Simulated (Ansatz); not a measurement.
Calculated with Ansatz (gas phase, PBE0-D4/def2-TZVP geometries, no zero-point term in ΔE). CCSD(T)/CBS adds triple-zeta CCSD(T) − MP2 to the extrapolated MP2 energy (def2 sets, frozen cores). This one scheme is used for every species. DFT in def2-TZVPP. Each species was taken in one conformer, which may not be the lowest.

Consider the cleavage of the Si–B bond: `B[SiH](F)F` + `N[SiH](O)O` → `O[SiH](O)N[SiH](F)F` + BH₃.

| level | ΔE (kJ/mol) |
| --- | --- |
| PBE0-D4 | -105.3 |
| ωB97X-V | -111.0 |
| CCSD(T)/def2-TZVPP | -114.8 |
| MP2/CBS(def2) | -121.3 |

Task: What does CCSD(T)/CBS give? (Best estimate.)

Result: The calculation gave: -114.0 kJ/mol. The listed levels differ from it by 8.7, 3.0, -0.8, -7.3 kJ/mol.

Largest T1 diagnostic among the species: 0.012.

From PBE to PBE0 (25 % exact exchange), in def2-TZVPP and without D4, ΔE moves by −8.5 kJ/mol. The D4 term adds −9.4 kJ/mol with B3LYP and −5.4 kJ/mol with PBE0; it sums over pairs of atoms, weighted by their polarisabilities, and B3LYP, whose exchange is more repulsive, gets the larger term.

B3LYP here is the variant with VWN-RPA as its local correlation; programs differ in this.
